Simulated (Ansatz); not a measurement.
`[CH3][Ge][OH]` + NH₃ → `[NH2][Ge][OH]` + CH₄ at 600 K and 1 bar (ligand exchange at a Ge–C bond).

Computed with Ansatz on PBE0-D4/def2-TZVP structures; ΔE is electronic, products minus reactants. CCSD(T)/CBS is the MP2 limit (def2-TZVPP, def2-QZVPP) plus CCSD(T) − MP2 in def2-TZVPP, frozen cores. This one scheme is used for every species. For Ge outer-core shells are correlated without core-valence functions, which leaves a few kJ/mol of doubt a bond. Scalar relativity is left out up to krypton. One conformer a species, not always the lowest.

```tsv
species	CCSD(T)/CBS energy (Eh)	H − E (kJ/mol)	S (J/(mol·K))
`[CH3][Ge][OH]`	-2191.75471	171.0	364.9
NH₃	-56.50880	112.4	219.5
`[NH2][Ge][OH]`	-2207.83457	142.2	350.7
CH₄	-40.46206	140.4	215.7
```

H − E and S are ideal-gas, rigid-rotor, harmonic terms from PBE0-D4/def2-TZVP, for one conformer and one mirror image of each species. 1 Eh = 2625.50 kJ/mol, R = 8.31446 J/(mol·K).

By hand: ΔE, ΔH, ΔS and ΔG.

ΔE = (-2207.83457) + (-40.46206) − (-2191.75471) − (-56.50880) = -0.03312 Eh = -87.0 kJ/mol. Δ(H − E) = 142.2 + 140.4 − 171.0 − 112.4 = -0.8, so ΔH = -87.8 kJ/mol. ΔS = 350.7 + 215.7 − 364.9 − 219.5 = -18.0 J/(mol·K). ΔG = -87.8 − 600 × (-18.0)/1000 = -77.0 kJ/mol.

By hand: the equilibrium constant, and the temperature at which ΔG would vanish if ΔH and ΔS stayed fixed.

log₁₀ K = −ΔG/(RT ln 10) = 6.7. ΔG = 0 at ΔH/ΔS = 4878 K, far beyond where these terms or the molecules hold.

ΔH outweighs TΔS. A doubt of 5 kJ/mol in ΔE shifts log₁₀ K by 0.4 here. Other conformers and mirror images would add mixing entropy, several J/(mol·K) or more a flexible species. These are equilibria of isolated gas molecules and say nothing of rates. Largest T1 diagnostic: 0.014 (customary marks: 0.02 for closed shells, 0.045 for open ones).
